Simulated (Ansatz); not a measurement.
`B[SiH2]C#N`. The species carries charge 0 and has multiplicity 1.

```xyz
8

B    -0.527    1.186    0.785
Si    0.586   -0.081   -0.304
C    -0.286   -1.680   -0.643
N    -0.851   -2.665   -0.839
H    -1.626    0.923    1.163
H    -0.060    2.250    1.063
H     1.844   -0.435    0.404
H     0.919    0.501   -1.629
```

Problem. List the harmonic frequencies (cm⁻¹, unscaled) at PBE0-D4/def2-TZVP in Ansatz. (Best estimate.)

Solution. Ansatz gave: 97, 130, 247, 338, 391, 553, 632, 666, 722, 831, 902, 926, 1163, 2227, 2232, 2331, 2604, 2702.

Problem. Is this a minimum?

Solution. Yes, all 18 modes are real.

Problem. Give the ideal-gas thermochemistry at 298.15 K and 1 bar (rigid rotor, harmonic oscillator; point group Cs, symmetry number 1).

Solution. Zero-point energy 117.8 kJ/mol; H(298) − E = 136.5 kJ/mol; entropy 319.5 J/(mol·K), of which translation 161.7, rotation 105.5, vibration 52.3; G(298) − E = 41.3 kJ/mol. Modes under 100 cm⁻¹ are hindered rotations or soft bends, so the harmonic entropy is rough.

Problem. And at 400, 500, 600, 800 and 1000 K?

Solution. 
```json
{"T (K)": "400", "H − E (kJ/mol)": "146.8", "S (J/mol/K)": "349.0", "G − E (kJ/mol)": "7.2"}
{"T (K)": "500", "H − E (kJ/mol)": "158.1", "S (J/mol/K)": "374.3", "G − E (kJ/mol)": "-29.0"}
{"T (K)": "600", "H − E (kJ/mol)": "170.4", "S (J/mol/K)": "396.7", "G − E (kJ/mol)": "-67.6"}
{"T (K)": "800", "H − E (kJ/mol)": "197.3", "S (J/mol/K)": "435.2", "G − E (kJ/mol)": "-150.9"}
{"T (K)": "1000", "H − E (kJ/mol)": "226.4", "S (J/mol/K)": "467.7", "G − E (kJ/mol)": "-241.3"}
```
